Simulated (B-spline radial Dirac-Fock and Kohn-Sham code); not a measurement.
# Widths and yields of inner-shell holes in Cl⁴⁺

System: chlorine as Cl⁴⁺ in the configuration [Ne] 3s2 3p1, inside a Watson sphere of charge -4 and radius 1.6 Å (a model of the Madelung potential; inside it an electron's potential energy is raised by 36.0 eV).

Input file task.json (cfg lists n, l and occupation; rrms is the nuclear radius in fm):

```json
{"items": [{
  "Z": 17,
  "q": 4,
  "cfg": [[1, 0, 2], [2, 0, 2], [2, 1, 6], [3, 0, 2], [3, 1, 1]],
  "A": 35,
  "rrms": 3.3654,
  "watson": [-4, 1.6],
  "do": ["binding", "quiet", "decay"],
  "holes": ["K", "L1", "L2", "L3", "M1"]
}]}
```

Run with: `python xray_run.py task.json out`

Level of theory: a relativistic independent-particle model: LDA orbitals of the hole state, radiative multipoles to third order, Auger rates from the Coulomb interaction with a continuum orbital, Dirac-Fock energies; a radial B-spline solver.

Partial widths are in eV. Coster-Kronig decay leaves a hole in the same principal shell; its rates are the weakest part of the model, often 1.5 to 2.5 times too large and more for N holes. Holes without an open Auger channel, or with an unreliable SCF state, are not listed.

| hole | radiative | Auger | Coster-Kronig | total | fluorescence yield | lifetime (fs) |
| --- | --- | --- | --- | --- | --- | --- |
| K (1s) | 0.0563 | 0.517 | 0 | 0.574 | 0.0982 | 1.15 |
| L1 (2s) | 9.56e-05 | 0.0594 | 2.04 | 2.10 | 4.55e-05 | 0.313 |
| L2 (2p1/2) | 2.39e-05 | 0.0130 | 0 | 0.0130 | 0.00183 | 50.4 |
| L3 (2p3/2) | 2.44e-05 | 0.0130 | 0 | 0.0131 | 0.00187 | 50.4 |

Values without a named source are computed, but for edge energies of neutral atoms, which are taken from tables.
